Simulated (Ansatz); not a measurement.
## Nudged elastic band run: CH₆O₃Si

input.yaml

```yaml
crystal:
  periodic: [false, false, false]
  atoms:
    - { symbol: O, position_ang: [-1.368842, -0.245107, 1.276622] }
    - { symbol: Si, position_ang: [-0.980846, -0.656371, -0.325239] }
    - { symbol: C, position_ang: [0.800053, 0.04391, -0.474752] }
    - { symbol: O, position_ang: [0.600196, 1.454695, -0.453237] }
    - { symbol: O, position_ang: [1.542809, -0.411475, 0.639746] }
    - { symbol: H, position_ang: [-1.396944, 0.722777, 1.39684] }
    - { symbol: H, position_ang: [-1.938503, -0.065671, -1.325317] }
    - { symbol: H, position_ang: [-1.003176, -2.153118, -0.377022] }
    - { symbol: H, position_ang: [1.385355, -0.275128, -1.36921] }
    - { symbol: H, position_ang: [1.485206, 1.865821, -0.380012] }
    - { symbol: H, position_ang: [0.940091, -0.337333, 1.412182] }
basis:
  gaussian: { orbitals: def2-SVP }
hamiltonian:
  xc: pbe
  dispersion: d4
neb:
  order_check: false
  images: 5
  f_tol: 0.05
  max_iterations: 60
  spring: 0.1
  final_atoms:
    - { symbol: O, position_ang: [-1.23249878, -0.02582541, 1.31224758] }
    - { symbol: Si, position_ang: [-0.97129552, -0.4733651, -0.30309895] }
    - { symbol: C, position_ang: [0.86012545, 0.07713824, -0.4712391] }
    - { symbol: O, position_ang: [0.83588651, 1.45701455, -0.78956256] }
    - { symbol: O, position_ang: [1.50604888, -0.20381534, 0.75375136] }
    - { symbol: H, position_ang: [-1.96800961, -0.45604783, 1.77896974] }
    - { symbol: H, position_ang: [-1.91468671, 0.22287075, -1.24400861] }
    - { symbol: H, position_ang: [-1.10671061, -1.96628541, -0.47288624] }
    - { symbol: H, position_ang: [1.42217411, -0.51010095, -1.23838553] }
    - { symbol: H, position_ang: [1.76421376, 1.76500123, -0.76253242] }
    - { symbol: H, position_ang: [0.87015152, 0.05641528, 1.45734573] }
  initial_path:
    images:
      - { positions_ang: [[-1.368842, -0.245107, 1.276622], [-0.980846, -0.656371, -0.325239], [0.800053, 0.04391, -0.474752], [0.600196, 1.454695, -0.453237], [1.542809, -0.411475, 0.639746], [-1.396944, 0.722777, 1.39684], [-1.938503, -0.065671, -1.325317], [-1.003176, -2.153118, -0.377022], [1.385355, -0.275128, -1.36921], [1.485206, 1.865821, -0.380012], [0.940091, -0.337333, 1.412182]] }
      - { positions_ang: [[-1.42891693, -0.18087324, 1.28886056], [-0.98468782, -0.61222294, -0.27217379], [0.79806946, 0.06827411, -0.4615394], [0.7469892, 1.48261774, -0.43038715], [1.62883192, -0.40470464, 0.58537704], [-1.79103491, 0.49451691, 1.38007448], [-1.90747094, -0.04141931, -1.29406834], [-0.99606992, -2.0988122, -0.31918927], [1.29965993, -0.24940834, -1.37395657], [1.60972092, 1.81212159, -0.49061403], [1.09030809, -0.32708967, 1.40821748]] }
      - { positions_ang: [[-1.48899187, -0.11663948, 1.30109912], [-0.98852964, -0.56807488, -0.21910858], [0.79608593, 0.09263821, -0.44832679], [0.89378241, 1.51054049, -0.4075373], [1.71485483, -0.39793429, 0.53100807], [-2.18512583, 0.26625682, 1.36330895], [-1.87643887, -0.01716763, -1.26281968], [-0.98896384, -2.0445064, -0.26135654], [1.21396486, -0.22368867, -1.37870314], [1.73423583, 1.75842217, -0.60121607], [1.24052519, -0.31684634, 1.40425295]] }
      - { positions_ang: [[-1.5490668, -0.05240572, 1.31333768], [-0.99237146, -0.52392683, -0.16604338], [0.79410239, 0.11700232, -0.43511419], [1.04057561, 1.53846323, -0.38468744], [1.80087775, -0.39116393, 0.47663911], [-2.57921674, 0.03799673, 1.34654343], [-1.84540681, 0.00708406, -1.23157101], [-0.98185776, -1.9902006, -0.20352381], [1.1282698, -0.19796901, -1.38344972], [1.85875075, 1.70472276, -0.7118181], [1.39074228, -0.30660301, 1.40028843]] }
      - { positions_ang: [[-1.44354413, -0.04354562, 1.31297431], [-0.98534615, -0.50707292, -0.21172857], [0.81611008, 0.10371429, -0.44715583], [0.97234591, 1.51131367, -0.51964581], [1.70260146, -0.3287144, 0.56900986], [-2.37548103, -0.12668479, 1.49068554], [-1.86850011, 0.07901296, -1.23571688], [-1.02347538, -1.98222887, -0.29331129], [1.2262379, -0.30201299, -1.33509499], [1.82723842, 1.72481558, -0.72872287], [1.21721203, -0.18559691, 1.41930753]] }
      - { positions_ang: [[-1.33802145, -0.03468551, 1.31261095], [-0.97832083, -0.49021901, -0.25741376], [0.83811776, 0.09042627, -0.45919746], [0.90411621, 1.48416411, -0.65460419], [1.60432517, -0.26626487, 0.66138061], [-2.17174532, -0.29136631, 1.63482764], [-1.89159341, 0.15094185, -1.23986275], [-1.06509299, -1.97425714, -0.38309876], [1.32420601, -0.40605697, -1.28674026], [1.79572609, 1.7449084, -0.74562765], [1.04368177, -0.06459082, 1.43832663]] }
      - { positions_ang: [[-1.23249878, -0.02582541, 1.31224758], [-0.97129552, -0.4733651, -0.30309895], [0.86012545, 0.07713824, -0.4712391], [0.83588651, 1.45701455, -0.78956256], [1.50604888, -0.20381534, 0.75375136], [-1.96800961, -0.45604783, 1.77896974], [-1.91468671, 0.22287075, -1.24400861], [-1.10671061, -1.96628541, -0.47288624], [1.42217411, -0.51010095, -1.23838553], [1.76421376, 1.76500123, -0.76253242], [0.87015152, 0.05641528, 1.45734573]] }
```

Launched with:

```bash
$ ansatz run input.yaml --threads 2 --pin off --max-ram 3072MiB --backend cpu --events-out ev --progress --plain --runs-dir out
```

Output, in part (warnings, iteration lines, the closing report on the highest movable image, with atoms numbered from 0):

```
NEB end point (image 0): max|allowed force component| = 9.565e-3 eV/Å (the criterion of neb.relax_end_points is 1.000e-2)
NEB end point (image 6): max|allowed force component| = 1.269e-2 eV/Å (the criterion of neb.relax_end_points is 1.000e-2)
NEB iter   1: max|band force component| = 1.798e1 eV/Å  barrier→ = 1.8238 eV  barrier← = 1.8008 eV  Δτ_max = 0.1821 Å  (191 SCF iters)
NEB iter   2: max|band force component| = 1.009e0 eV/Å  barrier→ = 0.1814 eV  barrier← = 0.1584 eV  Δτ_max = 0.0934 Å  (161 SCF iters)
NEB iter   3: max|band force component| = 3.337e-1 eV/Å  barrier→ = 0.1115 eV  barrier← = 0.0885 eV  CI = image 3  Δτ_max = 0.1104 Å  (144 SCF iters)
NEB iter   4: max|band force component| = 2.118e-1 eV/Å  barrier→ = 0.0887 eV  barrier← = 0.0657 eV  CI = image 3  Δτ_max = 0.1982 Å  (144 SCF iters)
NEB iter   5: max|band force component| = 2.993e-1 eV/Å  barrier→ = 0.0541 eV  barrier← = 0.0311 eV  CI = image 3  Δτ_max = 0.0994 Å  (149 SCF iters)
NEB iter   6: max|band force component| = 2.227e-1 eV/Å  barrier→ = 0.0402 eV  barrier← = 0.0172 eV  CI = image 3  Δτ_max = 0.0988 Å  (146 SCF iters)
NEB iter   7: max|band force component| = 1.634e-1 eV/Å  barrier→ = 0.0309 eV  barrier← = 0.0079 eV  CI = image 4  Δτ_max = 0.1018 Å  (146 SCF iters)
NEB iter   8: max|band force component| = 9.146e-2 eV/Å  barrier→ = 0.0280 eV  barrier← = 0.0050 eV  CI = image 4  Δτ_max = 0.0359 Å  (147 SCF iters)
NEB iter   9: max|band force component| = 2.450e-1 eV/Å  barrier→ = 0.0276 eV  barrier← = 0.0046 eV  CI = image 4  Δτ_max = 0.0180 Å  (151 SCF iters)
NEB iter  10: max|band force component| = 5.304e-2 eV/Å  barrier→ = 0.0273 eV  barrier← = 0.0043 eV  CI = image 4  Δτ_max = 0.0113 Å  (144 SCF iters)
NEB iter  11: max|band force component| = 1.193e-2 eV/Å  barrier→ = 0.0273 eV  barrier← = 0.0043 eV  CI = image 4  Δτ_max = 0.0000 Å  (284 SCF iters)
Total energy: -15134.17724284 eV, -556.1707553605 hartree
Atom 0 at    -1.183545    -0.229351     1.351752 Å, force     0.006133     0.001626     0.007651 eV/Å
Atom 1 at    -0.955660    -0.517570    -0.303002 Å, force    -0.007569     0.002523    -0.004352 eV/Å
Atom 2 at     0.872261     0.050293    -0.458445 Å, force     0.008544     0.005619    -0.001542 eV/Å
Atom 3 at     0.833760     1.434926    -0.757315 Å, force    -0.001887    -0.004067     0.000173 eV/Å
Atom 4 at     1.522225    -0.236934     0.762869 Å, force    -0.006844    -0.003350     0.004568 eV/Å
Atom 5 at    -2.091643    -0.095425     1.667925 Å, force    -0.000884    -0.001680    -0.002360 eV/Å
Atom 6 at    -1.930100     0.272578    -1.134106 Å, force     0.000178    -0.001067    -0.001967 eV/Å
Atom 7 at    -1.094644    -1.982613    -0.628121 Å, force     0.000953    -0.000104     0.000047 eV/Å
Atom 8 at     1.442668    -0.519701    -1.231836 Å, force    -0.000199    -0.000381    -0.002228 eV/Å
Atom 9 at     1.759062     1.751614    -0.722234 Å, force    -0.001350    -0.000136    -0.000240 eV/Å
Atom 10 at     0.891014     0.015182     1.473114 Å, force     0.002924     0.001019     0.000251 eV/Å
Dipole moment:    -0.251955     0.060789     0.046654 e Å
```

The forces met the threshold. The top lies less than 8 meV above the higher end, about what the thresholds resolve: that end is a shoulder or a very shallow well. Another band between the same ends (5 images) ends at a top of the same energy, where a vibrational analysis finds 1 clearly imaginary mode.

Final band (atoms are numbered from 1 in the order of the input):

```csv
image,path coordinate (Å),energy (eV),dihedral H6–O1–Si2–H7 (°)
0,0.00,0.000,-57
1,0.41,0.003,-43
2,0.81,0.012,-24
3,1.20,0.023,2
4,1.58,0.027,36
5,1.83,0.025,59
6,2.07,0.023,80
```

Run time: 83 s on 2 threads of Intel(R) Xeon(R) Platinum 8375C CPU @ 2.90GHz (Ice Lake), with other jobs on the host, peak memory 0.15 GiB.
